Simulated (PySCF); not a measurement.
Ru(O)3(OH)2 (H2O5Ru), SMILES [O]=[Ru](=[O])(=[O])([OH])[OH], multiplicity 1.

The structure is a stationary point at B3LYP-D3(BJ)/def2-SVP. The multiplicity is an assumed one; other spin states were not compared. The def2 effective core potentials stand for the cores of Ru; spin–orbit coupling is left out. One conformer was computed; it need not be the lowest.

Calculation: PBE/def2-TZVP in PySCF.

The molecule is in vacuum.

* **total energy**: -472.02325 hartree
* **point group**: Cs
* **highest occupied level**: -8.08 eV
* **lowest empty level**: -6.18 eV
* **orbital gap**: 1.90 eV
* **dipole moment**: 2.21 D
* **quadrupole, principal values (traceless, Buckingham form, about the centre of nuclear charge)**: -4.71, 0.08, 4.63 D·Å
* **mean static polarisability**: 61.7 bohr³ (9.14 Å³)
* **polarisability, principal values**: 51.2, 62.9, 71.0 bohr³
